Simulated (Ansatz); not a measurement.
doublet I: levels of theory in one basis

A single I atom.

Basis set: def2-SVP (spherical functions, with the set's core potentials past Kr). Frozen core: 4 orbitals. Correlation on ROHF uses semicanonical orbitals with singles. Charge 0, multiplicity 2.

Computed with Ansatz (development build ahead of 0.2.0); each method stands on the lowest determinant of its kind that the runs found.

| method | E − E(ROHF) (eV) | <S²> of the determinant |
| --- | --- | --- |
| ROHF | 0.00 | 0.75 |
| UHF | -0.08 | 0.76 |
| ROHF-MP2 | -2.75 | – |
| UHF-MP2 | -2.73 | 0.76 |
| ROHF-CCSD | -3.03 | – |
| UHF-CCSD | -3.03 | 0.76 |
| ROHF-CCSD(T) | -3.06 | – |
| UHF-CCSD(T) | -3.06 | 0.76 |

Is a single determinant a sound starting point here?

By this sign, yes. Unrestricted orbitals gain 0.08 eV and <S²> is 0.76 against 0.75 for a pure state.
